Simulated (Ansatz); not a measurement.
Isolated molecules relaxed with PBE0-D4/def2-TZVP in Ansatz; ΔE leaves out vibrations. CBS: MP2 limit from def2 TZ/QZ plus the TZ coupled-cluster correction, frozen cores. This one scheme is used for every species. DFT in def2-TZVPP. Elements past krypton have def2 core potentials. For I outer-core shells are correlated without core-valence functions, which leaves a few kJ/mol of doubt a bond.

`F/C(I)=C\I` + H₂ → `C=C(F)I` + HI  (hydrogenolysis of a C–I bond)

```
    level  ΔE (kJ/mol)
  r2SCANh        -72.3
CAM-B3LYP        -84.5
```

(1) What does CCSD(T)/CBS give? (An estimate is asked.)

Largest T1 diagnostic among the species: 0.011.

## Answers

(1) Ansatz gave: -65.9 kJ/mol. The listed levels differ from it by -6.4, -18.6 kJ/mol.

From r2SCAN to r2SCAN0 (25 % exact exchange), in def2-TZVPP and without D4, ΔE moves by −6.7 kJ/mol. Leaving LDA and LC-ωPBE aside and taking each functional with its dispersion term where it has one, the values, not all of them listed here, spread over 22.3 kJ/mol, from CAM-B3LYP-D4 to revPBE-D4. The D4 term adds +11.6 kJ/mol with B3LYP and +6.2 kJ/mol with PBE0; it sums over pairs of atoms, weighted by their polarisabilities, and B3LYP, whose exchange is more repulsive, gets the larger term.

B3LYP here is the variant with VWN-RPA as its local correlation; programs differ in this.
